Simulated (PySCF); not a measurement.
Radial density of P (phosphorus, neutral)

TPSS, [Ne] 3s1 3p3 4s1, high-spin 6S determinant (an excited configuration). Calculation: PySCF 2.14, in aug-cc-pVQZ-DK; scalar relativity by spin-free X2C-1e.

```
r (bohr)  4πr²ρ (e/bohr)  4πr²(ρα − ρβ)
 0.00163         0.08346         0.0003
 0.00275          0.2188         0.0008
 0.00462          0.5642         0.0020
 0.00777           1.409         0.0049
  0.0131           3.318         0.0115
  0.0220           7.064         0.0244
  0.0370           12.63         0.0433
  0.0622           16.92         0.0593
   0.105           14.82         0.0802
   0.176           10.80         0.2190
   0.296           14.75         0.4623
   0.498           13.44         0.1720
   0.838           3.918         0.3063
    1.41           2.309         2.1481
    2.37           1.497         1.4962
    3.99          0.3509         0.3509
    6.71          0.1639         0.1639
    11.3        0.001558         0.0016
```

Densities and radii are taken from the X2C orbitals without a picture-change correction, which distorts them close to the nucleus.

The outer electron is Rydberg-like, and this basis confines it to a smaller radius and binds it less than a complete one would.
